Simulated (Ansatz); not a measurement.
`FCC[SiH3]` and `O[SiH2]CC[SiH3]` differ in one atom or group.

Ansatz, PBE0-D4/def2-TZVP geometries, multiplicity 1. Each molecule was computed in one conformer, which needn't be the lowest.

```csv
property,`FCC[SiH3]`
LUMO energy (ωB97M-V/def2-TZVPP) / eV,2.18
zero-point energy (PBE0-D4/def2-TZVP) / kJ/mol,218.2
HOMO–LUMO gap (B3LYP/def2-TZVPP) / eV,9.06
HOMO–LUMO gap (PBE/def2-TZVPP) / eV,7.33
size of the dipole moment (B3LYP/def2-TZVPP) / D,2.00
"ideal-gas entropy at 298 K and 1 bar (rigid rotor, harmonic PBE0-D4/def2-TZVP) / J/(mol·K)",319
```

What does the change do to each property? (Estimate.)

Ansatz gave: 
```tsv
property	`O[SiH2]CC[SiH3]`	shift
LUMO energy (ωB97M-V/def2-TZVPP) / eV	1.84	-0.34
zero-point energy (PBE0-D4/def2-TZVP) / kJ/mol	293.3	75.1
HOMO–LUMO gap (B3LYP/def2-TZVPP) / eV	7.88	-1.18
HOMO–LUMO gap (PBE/def2-TZVPP) / eV	6.09	-1.24
size of the dipole moment (B3LYP/def2-TZVPP) / D	1.84	-0.16
ideal-gas entropy at 298 K and 1 bar (rigid rotor, harmonic PBE0-D4/def2-TZVP) / J/(mol·K)	375	56
```

With PBE0 the HOMO rises by 0.76 eV and the LUMO falls by 0.46 eV, so the gap narrows by about 1.22 eV. PBE moves the HOMO by 0.72 eV and ωB97M-V by 0.77 eV. The zero-point energy changes by 75.1 kJ/mol with +12 modes. Dipoles are sizes alone; their direction can turn.

B3LYP here is the variant with VWN-RPA as its local correlation; programs differ in this.
